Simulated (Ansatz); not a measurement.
B6P5H18⁻, a cluster cut from wurtzite BP (hydrogen-capped). Total charge -1; triplet. Geometry PBE-D4/def2-SVP, that of the charge -1 singlet; atoms count from 1.

Cartesian coordinates in Å:
```
B 2.201 0.710 0.743
P 1.494 0.309 -1.046
P 0.690 -2.234 0.704
B 0.666 -1.504 -1.109
B 0.266 1.680 -1.734
P -1.186 -1.293 -1.699
P 0.609 0.664 1.904
B 0.003 -1.196 2.201
B -0.783 1.940 1.372
P -1.268 1.606 -0.500
B -2.363 -0.010 -0.828
H 3.008 -0.159 1.085
H 2.674 1.844 0.710
H 2.597 0.195 -1.952
H 2.045 -2.631 0.919
H 0.095 -3.540 0.665
H 1.249 -2.273 -1.865
H 0.834 2.766 -1.645
H -0.090 1.395 -2.881
H -1.096 -1.053 -3.104
H -1.787 -2.596 -1.749
H 1.057 1.096 3.194
H 0.488 -1.679 3.223
H -1.219 -1.284 2.152
H -0.274 3.062 1.413
H -1.772 1.811 2.093
H -2.124 2.690 -0.878
H -2.725 -0.530 0.222
H -3.288 0.213 -1.608
```

The highest occupied level of the charge -1 triplet lies above zero (up to 1.73 eV). By energy differences it is unbound by 0.40 eV (vertical, to the charge 0 doublet, at PBE0-D4/def2-SVP) and held by the finite basis. At PBE0-D4/def2-SVP a singlet of charge -1 lies 5.42 eV below the triplet at the same geometry.

Q: Estimate the Mulliken populations from the PBE0/def2-SVP orbitals of Ansatz.

A: 
| atom | charge (e) | spin (α − β) |
| --- | --- | --- |
| B1 | -0.16 | 0.07 |
| P2 | 0.06 | 0.13 |
| P3 | 0.24 | -0.04 |
| B4 | -0.31 | 0.15 |
| B5 | -0.16 | 0.07 |
| P6 | 0.24 | -0.04 |
| P7 | 0.07 | 0.27 |
| B8 | -0.19 | 0.02 |
| B9 | -0.13 | 0.00 |
| P10 | 0.07 | 0.27 |
| B11 | -0.19 | 0.02 |
| H12 | -0.01 | 0.04 |
| H13 | -0.02 | 0.00 |
| H14 | -0.07 | 0.22 |
| H15 | -0.03 | 0.06 |
| H16 | -0.02 | 0.02 |
| H17 | -0.05 | 0.10 |
| H18 | -0.02 | 0.00 |
| H19 | -0.01 | 0.05 |
| H20 | -0.03 | 0.06 |
| H21 | -0.02 | 0.02 |
| H22 | -0.07 | 0.14 |
| H23 | -0.05 | 0.03 |
| H24 | 0.00 | 0.02 |
| H25 | -0.03 | 0.01 |
| H26 | 0.02 | 0.14 |
| H27 | -0.07 | 0.14 |
| H28 | 0.00 | 0.02 |
| H29 | -0.05 | 0.03 |
Mulliken values and Mayer orders depend strongly on the basis.

Q: Where does the spin sit?

A: Summed by element: B 0.34, P 0.58, H 1.08, of 2 unpaired in all. Largest on single atoms: P10 0.27, P7 0.27, H14 0.22.

Q: And the Mayer bond orders between bonded heavy atoms (over 0.3)?

A: B1–P2 0.89 (1.96 Å); B1–P7 0.75 (1.97 Å); P2–B4 0.94 (1.99 Å); P2–B5 0.89 (1.96 Å); P3–B4 0.92 (1.96 Å); P3–B8 0.85 (1.95 Å); B4–P6 0.92 (1.96 Å); B5–P10 0.75 (1.97 Å); P6–B11 0.85 (1.95 Å); P7–B8 0.90 (1.98 Å); P7–B9 0.89 (1.96 Å); B9–P10 0.89 (1.96 Å); P10–B11 0.90 (1.98 Å).
